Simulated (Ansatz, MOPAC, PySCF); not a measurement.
Gas-phase reaction in SMILES: CC(=O)[O][GeH3] [germyl acetate] + H+ -> [O](C(C)=[OH+])[GeH3] (at O, the best of the heteroatom sites tried; carbon was not tried)

Quantity: proton affinity (enthalpy at 298 K), in kcal/mol. Positive where the reaction releases energy. Conventions: spin-orbit terms left out; 6-31G* and kin with 6d, 5d where marked; non-relativistic; dispersion terms only where a functional's name holds one; LANL2DZ with its own core potentials from Na on. First-principles rows: single points at B3LYP-D3(BJ) geometries (Ansatz, a quantum-chemistry and plane-wave program), with unscaled harmonic terms from B3LYP/6-31G* (LANL2DZ past Ar) (Ansatz) at its own minima. Semi-empirical rows: MOPAC heats of formation at their own minima for 298 K, the proton's as measured.

| level | program | proton affinity (enthalpy at 298 K) (kcal/mol) |
|---|---|---|
| MNDO | MOPAC | 209.9 |
| HF/STO-3G | Ansatz | 265.3 |
| HF/6-31G* | Ansatz | 206.3 |
| SVWN5/6-31G* | Ansatz | 196.9 |
| PBE/LANL2DZ | Ansatz | 200.3 |
| PBE/6-31G* with LANL2DZ past Ar | Ansatz | 202.0 |
| BLYP/6-31G* with LANL2DZ past Ar | Ansatz | 202.8 |
| BP86/def2-SVP | PySCF | 204.1 |
| B3LYP/6-31G** | Ansatz | 207.7 |
| B3LYP/6-31G* with LANL2DZ past Ar | Ansatz | 203.1 |
| B3LYP/def2-TZVPD | Ansatz | 203.4 |
| PBE0/def2-TZVPD | Ansatz | 203.9 |
| wB97M-V/def2-TZVPD | Ansatz | 200.8 |

No value to compare with is used here. The 10 habitual levels span 196.9 (SVWN5/6-31G*) to 265.3 kcal/mol (HF/STO-3G); wB97M-V/def2-TZVPD gives 200.8.

The levels are drawn from those run, B3LYP/6-31G* more often than the rest, none by its result; left out are runs that failed, that the program found above a lower state of the same kind, or whose <S^2> lies over 0.5 above the pure value.
